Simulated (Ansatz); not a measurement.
Start from `C=[C](F)[GeH2][CH3]` and change one atom or group to get `C=C(F)O[SiH3]`.

Ansatz, PBE0-D4/def2-TZVP geometries, multiplicity 1. Each molecule was computed in one conformer, which needn't be the lowest.

Scalar relativity is left out up to krypton.

```json
{"property": "LUMO energy (B3LYP/def2-TZVPP) / eV", "`C=[C](F)[GeH2][CH3]`": "-0.30"}
{"property": "LUMO energy (PBE0/def2-TZVPP) / eV", "`C=[C](F)[GeH2][CH3]`": "-0.06"}
{"property": "HOMO energy (B3LYP/def2-TZVPP) / eV", "`C=[C](F)[GeH2][CH3]`": "-7.38"}
{"property": "HOMO–LUMO gap (B3LYP/def2-TZVPP) / eV", "`C=[C](F)[GeH2][CH3]`": "7.09"}
{"property": "size of the dipole moment (PBE/def2-TZVPP) / D", "`C=[C](F)[GeH2][CH3]`": "1.89"}
{"property": "HOMO energy (PBE0/def2-TZVPP) / eV", "`C=[C](F)[GeH2][CH3]`": "-7.61"}
```

Problem. Give the same properties after the change, and the shifts. (Estimate.)

Solution. The calculation gave: 
| property | `C=C(F)O[SiH3]` | shift |
| --- | --- | --- |
| LUMO energy (B3LYP/def2-TZVPP) / eV | -0.20 | 0.10 |
| LUMO energy (PBE0/def2-TZVPP) / eV | 0.02 | 0.08 |
| HOMO energy (B3LYP/def2-TZVPP) / eV | -6.77 | 0.61 |
| HOMO–LUMO gap (B3LYP/def2-TZVPP) / eV | 6.57 | -0.52 |
| size of the dipole moment (PBE/def2-TZVPP) / D | 0.84 | -1.05 |
| HOMO energy (PBE0/def2-TZVPP) / eV | -6.98 | 0.63 |

With PBE0 the HOMO rises by 0.63 eV and the LUMO rises by 0.08 eV, so the gap narrows by about 0.55 eV. PBE moves the HOMO by 0.62 eV and ωB97M-V by 0.63 eV. Dipoles are sizes alone; their direction can turn.

B3LYP here is the variant with VWN-RPA as its local correlation; programs differ in this.
